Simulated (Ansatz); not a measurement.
Input file for Ansatz (an electronic-structure program): R-B3LYP/def2-TZVPPD on HCl (SMILES Cl) with ghost functions, monomers drawn apart or pushed together. Files ending in .json are basis or fitting sets from the Basis Set Exchange.

Ansatz 0.2 input:
```yaml
crystal:
  periodic: [false, false, false]
  atoms:
    - {symbol: Cl, position_ang: [0.66261912, -0.26535882, 0.25137751]}
    - {symbol: H, position_ang: [-0.00026337, -0.38571534, 1.37779825]}
basis:
  gaussian:
    orbitals: def2-TZVPPD.json
    ghost_atoms:
      - {symbol: C, position_ang: [-0.03714366, 0.16368537, 4.60310374]}
      - {symbol: O, position_ang: [-0.96592367, -0.36664524, 3.65131835]}
      - {symbol: H, position_ang: [0.23208530, 1.19668316, 4.36907483]}
      - {symbol: H, position_ang: [0.85523148, -0.45514123, 4.54176114]}
      - {symbol: H, position_ang: [-0.44057936, 0.10769890, 5.61663528]}
      - {symbol: H, position_ang: [-1.77091021, 0.16258796, 3.66194807]}
hamiltonian:
  xc: {name: B3LYP}
scf: {lower_state_search: off}
```

The head of its log:

```
WARN ansatz: RAYON_NUM_THREADS=1 ignored (pool sized by the plan → 1); use --threads N
Functional definition: B3LYP
these checks for a lower state are left out or cut short: stability, starts, cluster_reference, orbital_swaps, neighbouring_geometries, increment
integrals: 0.10 GiB planned
939 factors; their error is unknown
mean field: 0.90 GiB planned
mean field evaluation 1: about -12539.7311 eV, gradient 1.0e1 eV
mean field evaluation 2: about -12539.7534 eV, gradient 1.1e1 eV
```

Question: Give the final energy of this run.

Answer: -460.8373 hartree.
